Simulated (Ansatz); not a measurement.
Species: H$_{2}$S$_{2}$, SMILES `SS` (H–S–S–H torsion 90°) (charge 0, multiplicity 1), formula H₂S₂.

Task: How many basis functions does frozen-core CCSD(T)/cc-pVTZ // B3LYP-D3(BJ)/def2-TZVP (Ansatz, a quantum-chemistry and plane-wave program) use, how many core orbitals are frozen, and how many electrons are correlated?

Result: 96 basis functions and 10 frozen orbitals, which leaves 14 correlated electrons. Core time is of the order of seconds.
